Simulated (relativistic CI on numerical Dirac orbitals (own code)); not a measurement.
Method of calculation: Dirac-Coulomb-Breit CI, separate exchange-only KLI orbitals for each configuration, QED by a radiative potential, unscaled Slater integrals (own radial code, finite nucleus).

The strongest absorption lines from the ground level of an ion, among the configurations computed and to levels below about 747 eV (vacuum wavelength in Å, gf): 16.668 (0.45), 16.807 (0.4), 16.814 (0.6), 16.906 (0.5), 16.909 (0.43), 16.989 (0.82), 21.667 (0.54), 53.143 (1.1).

Which ion is it?
A. I XXVII
B. Cs XXIX
C. Sb XXV
D. Sb XXIII

C. Sb XXV has 27 electrons and the ground level 3s2 3p6 3d9 2D_5/2; the strongest line goes to 3s2 3p5 3d10 2P°_3/2. The pattern of lines fixes the number of electrons, and along that sequence the line energies rise steadily with the charge (about as its square where n changes within one kind of shell, about linearly where n is kept but much faster in heavy ions where fine structure, which grows about as Z⁴, sets the gap, and irregularly where shells cross), which fixes Z. Configurations outside the model, such as inner-shell arrays, can give stronger lines. At this charge energies of transitions that change n are usually good to better than 1 %, and those within a shell (Δn = 0) to a few per cent.

LS names give the leading component of a level, which can be under half, so a name can repeat, a term be missing and a line seem to break the LS rules.
